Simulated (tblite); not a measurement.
Species: C₆H₁₇P₂ (charge +1).
Atom-mapped SMILES: `[CH3:1][CH2:2][CH2:3][CH2:4][P+:5]([CH3:6])([CH3:7])[PH2:8]` (hydrogens: H9, H10, H11 on C1; H12, H13 on C2; H14, H15 on C3; H16, H17 on C4; H18, H19, H20 on C6; H21, H22, H23 on C7; H24, H25 on P8)

Geometry (GFN2-xTB, Å), atoms numbered from 1 in this order:
```
atom  x, y, z in Å
C1     3.126    0.002    1.087
C2     2.615    0.730   -0.151
C3     1.094    0.892   -0.166
C4     0.375   -0.445   -0.363
P5    -1.438   -0.236   -0.338
C6    -1.976   -0.084    1.398
C7    -2.174   -1.759   -0.999
P8    -1.961    1.430   -1.631
H9     2.789   -1.031    1.116
H10    4.212   -0.006    1.086
H11    2.793    0.504    1.993
H12    2.932    0.197   -1.049
H13    3.063    1.724   -0.183
H14    0.780    1.352    0.775
H15    0.817    1.565   -0.984
H16    0.644   -1.155    0.424
H17    0.649   -0.880   -1.328
H18   -1.490    0.770    1.866
H19   -3.056    0.051    1.441
H20   -1.707   -0.991    1.939
H21   -3.258   -1.729   -0.890
H22   -1.925   -1.852   -2.056
H23   -1.783   -2.621   -0.460
H24   -1.810    2.351   -0.590
H25   -3.323    1.242   -1.369
```

Method: GFN2-xTB as coded in tblite; computed harmonic values from a numerical Hessian at the method's own geometry, unscaled. Errors from tens to a few hundred cm⁻¹ against measured bands are possible. Modes of hydrogen on phosphorus can be 10 to 20 % off. One conformer, not necessarily the lowest.

Harmonic wavenumbers (cm⁻¹): 28.7, 53.2, 99.6, 107.8, 134.8, 148.2, 157.3, 170.0, 177.9, 213.7, 226.5, 234.9, 280.9, 304.0, 425.0, 470.0, 704.0, 712.5, 727.2, 753.8, 774.2, 779.7, 810.6, 837.6, 848.7, 888.2, 915.1, 927.3, 930.0, 1005.9, 1033.1, 1085.7, 1106.1, 1117.9, 1162.8, 1204.6, 1244.3, 1263.1, 1313.4, 1319.0, 1327.5, 1345.7, 1392.5, 1399.6, 1405.1, 1405.9, 1407.7, 1423.6, 1468.4, 1483.9, 1496.6, 1508.3, 2244.9, 2289.9, 2926.8, 2942.2, 2950.8, 2961.9, 2992.3, 2996.0, 2998.3, 3000.8, 3003.2, 3004.1, 3004.6, 3008.1, 3038.7, 3040.0, 3067.0.

A = 1937, B = 732.1, C = 641.8 MHz; mass 151.081 u (most abundant isotopes); point group C1, symmetry number 1.

Question: Zero-point energy?

Answer: Half the sum of the wavenumbers: 46616 cm⁻¹ = 557.65 kJ/mol.

Question: Entropy at 298.15 K, 1 bar (ideal gas, RRHO, classical rotation)?

Answer: Translation 171.44, rotation 126.55, vibration 184.22: S = 482.2 J/(mol K).

Question: And Cp and H(298.15 K) − H(0)?

Answer: Cp = 204.29 J/(mol K), of which vibrations give 171.04 (their classical limit is 69 R = 573.7); H(298.15 K) − H(0) = 37.71 kJ/mol without the zero-point energy, 27.79 from vibrations.

Question: How do the functions run with temperature in this model?

Answer: 
```json
{"T (K)": "150", "S (J/(mol K))": "369.9", "Cp (J/(mol K))": "133.2", "H − H(0) (kJ/mol)": "12.88", "G − H(0) (kJ/mol)": "-42.60", "ln q(vib)": "5.06"}
{"T (K)": "250", "S (J/(mol K))": "448.5", "Cp (J/(mol K))": "179.6", "H − H(0) (kJ/mol)": "28.47", "G − H(0) (kJ/mol)": "-83.65", "ln q(vib)": "9.11"}
{"T (K)": "400", "S (J/(mol K))": "549.6", "Cp (J/(mol K))": "256.2", "H − H(0) (kJ/mol)": "61.19", "G − H(0) (kJ/mol)": "-158.65", "ln q(vib)": "14.69"}
{"T (K)": "600", "S (J/(mol K))": "670.2", "Cp (J/(mol K))": "339.7", "H − H(0) (kJ/mol)": "121.24", "G − H(0) (kJ/mol)": "-280.87", "ln q(vib)": "21.66"}
{"T (K)": "900", "S (J/(mol K))": "825.1", "Cp (J/(mol K))": "423.9", "H − H(0) (kJ/mol)": "236.74", "G − H(0) (kJ/mol)": "-505.88", "ln q(vib)": "31.35"}
```

q(vib) and H(0) count from the zero-point level.

Question: Blend soft modes into free rotors: weight 1/[1 + (100 cm⁻¹/ν̃)⁴] for the oscillator and the rest for a rotor with moment μB/(μ + B), μ = h/(8π²ν), B = 10⁻⁴⁴ kg m². What vibrational entropy results?

Answer: 169.20 J/(mol K) in place of 184.22, which changes −T·S at 298.15 K by +4.48 kJ/mol.

Question: What must be added to the electronic energy to get the Gibbs energy at 298.15 K and 1 bar?

Answer: ZPE + [H(298.15 K) − H(0)] − T·S = 557.65 + 37.71 − 143.77 = 451.59 kJ/mol.

Hindered rotation and anharmonicity are outside this model. Other conformers, if any are populated, would add a mixing term that is left out. The structure is chiral; the term R ln 2 for an equal mix with its mirror image is left out.
